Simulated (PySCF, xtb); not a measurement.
Br2Zr, SMILES [Br][Zr][Br], multiplicity 1.

Harmonic wavenumbers (cm⁻¹) from xtb with GFN2-xTB at its own minimum, in rising order: 22, 242, 366.

Q: What does PBE-D3(BJ)/def2-SVP run with PySCF give at its own minimum? (Estimate from the structure and the level; the computed values follow.)

A: 45, 255, 316. Paired by order, the mean absolute difference is 29 cm⁻¹ and the zero-point energies are 0.9 and 0.9 kcal/mol.
